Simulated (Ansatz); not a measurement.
`[BH2][InH][CH2]F` + `C1N[SiH2]1` → `BN1C[SiH2]1` + `F[CH2][InH2]`  (cleavage of the B–In bond)

Gas-phase electronic energies from Ansatz, PBE0-D4/def2-TZVP geometries. CCSD(T)/CBS is the MP2 limit (def2-TZVPP, def2-QZVPP) plus CCSD(T) − MP2 in def2-TZVPP, frozen cores. Functionals use def2-TZVPP. B3LYP here is the variant with VWN-RPA as its local correlation; programs differ in this. def2 core potentials past Kr. For In outer-core shells are correlated without core-valence functions, which leaves a few kJ/mol of doubt a bond. One conformer a species, not always the lowest.

| level | ΔE (eV) |
| --- | --- |
| B3LYP-D4 | -1.67 |
| ωB97X-V | -1.61 |
| PBE0 | -1.58 |
| MP2/def2-TZVPP | -1.60 |
| SCS-MP2/def2-TZVPP | -1.60 |
| CCSD/def2-TZVPP | -1.56 |
| MP2/def2-QZVPP | -1.58 |
| SCS-MP2/def2-QZVPP | -1.59 |

Question: What does CCSD(T)/CBS give? (An estimate is asked.)

Answer: Computed: -1.54 eV. The listed levels differ from it by -0.13, -0.07, -0.04, -0.06, -0.06, -0.02, -0.04, -0.05 eV.

Largest T1 diagnostic among the species: 0.014.

The D4 term adds −0.03 eV with B3LYP and −0.02 eV with PBE0; it sums over pairs of atoms, weighted by their polarisabilities, and B3LYP, whose exchange is more repulsive, gets the larger term. In def2-TZVPP, CCSD(T) changes the Hartree–Fock value by +0.09 eV (the triples alone add −0.01 eV) and MP2 by +0.06 eV.
